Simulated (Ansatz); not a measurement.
`S[Si]Br` + HCl → `Cl[Si]Br` + H₂S at 500 K and 1 bar (ligand exchange at the Si–S bond).

Gas-phase electronic energies from Ansatz, PBE0-D4/def2-TZVP geometries. CCSD(T)/CBS is the MP2 limit (def2-TZVPP, def2-QZVPP) plus CCSD(T) − MP2 in def2-TZVPP, frozen cores. This one scheme is used for every species. For Br outer-core shells are correlated without core-valence functions, which leaves a few kJ/mol of doubt a bond. Scalar relativity is left out up to krypton. One conformer a species, not always the lowest.

```
   species  CCSD(T)/CBS energy (Eh)  H − E (kJ/mol)  S (J/(mol·K))
 `S[Si]Br`              -3260.81547            56.7          339.1
       HCl               -460.38127            32.5          201.9
`Cl[Si]Br`              -3322.23177            30.4          327.5
       H₂S               -398.97279            57.0          224.0
```

H − E and S are ideal-gas, rigid-rotor, harmonic terms from PBE0-D4/def2-TZVP, for one conformer and one mirror image of each species. 1 Eh = 2625.50 kJ/mol, R = 8.31446 J/(mol·K).

Question: By hand: ΔE, ΔH, ΔS and ΔG.

Answer: ΔE = (-3322.23177) + (-398.97279) − (-3260.81547) − (-460.38127) = -0.00782 Eh = -20.5 kJ/mol. Δ(H − E) = 30.4 + 57.0 − 56.7 − 32.5 = -1.8, so ΔH = -22.3 kJ/mol. ΔS = 327.5 + 224.0 − 339.1 − 201.9 = 10.5 J/(mol·K). ΔG = -22.3 − 500 × (10.5)/1000 = -27.6 kJ/mol.

Question: By hand: the equilibrium constant, and the temperature at which ΔG would vanish if ΔH and ΔS stayed fixed.

Answer: log₁₀ K = −ΔG/(RT ln 10) = 2.9. ΔH and −TΔS have one sign here, so there is no such temperature.

The number of gas molecules stays the same, so ΔS is small and ΔH decides. A doubt of 5 kJ/mol in ΔE shifts log₁₀ K by 0.5 here. Other conformers and mirror images would add mixing entropy, several J/(mol·K) or more a flexible species. These are equilibria of isolated gas molecules and say nothing of rates. Largest T1 diagnostic: 0.012 (customary marks: 0.02 for closed shells, 0.045 for open ones).

ΔS is within the doubt of such terms, so its sign, and with it that verdict, could turn.
